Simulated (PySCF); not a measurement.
Magnetisability: SMILES C/C=C(F)/C=C/C=O, C$_{6}$H$_{7}$FO

Geometry:
```
atom   x (Å)   y (Å)   z (Å)
  C1  -2.913  -0.385  -0.007
  C2  -1.471  -0.447   0.341
  C3  -0.477   0.037  -0.414
  F4  -0.776   0.637  -1.594
  C5   0.921  -0.008  -0.089
  C6   1.903   0.507  -0.850
  C7   3.298   0.420  -0.435
  O8   3.692  -0.097   0.583
  H9  -3.457   0.162   0.763
 H10  -3.065   0.102  -0.966
 H11  -3.330  -1.392  -0.046
 H12  -1.208  -0.918   1.276
 H13   1.182  -0.493   0.842
 H14   1.686   1.002  -1.785
 H15   4.009   0.881  -1.148
```

Theory: GIAO B3LYP/pcSseg-1 magnetisability, rotational g tensor and spin-rotation constants, non-relativistic, gas phase in PySCF. Geometry: GFN2-xTB.

Problem. What are the magnetisability and the molar susceptibility?

Solution. Isotropic -939 × 10⁻³⁰ J/T², or -56.5 × 10⁻⁶ cm³/mol; principal values -1243, -907, -667 × 10⁻³⁰ J/T², anisotropy 502 × 10⁻³⁰ J/T² (root of half the summed squared differences of the principal values). The susceptibility is in cgs units.

Problem. Split it along the inertial axes a, b, c into diamagnetic and paramagnetic parts about the centre of mass, with the quadrupole moment.

Solution. 
| axis | χ (10⁻⁶ cm³/mol) | diamagnetic (10⁻⁶ cm³/mol) | paramagnetic (10⁻⁶ cm³/mol) | summed x² of all electrons (Å²) | quadrupole Θ (D Å) |
| --- | --- | --- | --- | --- | --- |
| a | -54.0 | -277.8 | 223.8 | 327.3 | -2.80 |
| b | -40.7 | -1437.8 | 1397.1 | 53.9 | +2.67 |
| c | -74.9 | -1617.5 | 1542.6 | 11.6 | +0.13 |

Anisotropies 2χaa − χbb − χcc = +7.5 and 2χbb − χaa − χcc = +47.5 × 10⁻⁶ cm³/mol. Θ is traceless in Buckingham's convention.

Problem. And the rotational g tensor?

Solution. 
| axis | rotational constant (GHz) | g | nuclear part | electronic part |
| --- | --- | --- | --- | --- |
| a | 6.3188 | -0.0875 | 0.5768 | -0.6643 |
| b | 0.8750 | -0.0189 | 0.5554 | -0.5743 |
| c | 0.7723 | -0.0038 | 0.5559 | -0.5597 |

Asymmetric top; isotopes 12C, 19F, 1H, 16O; no vibrational averaging.
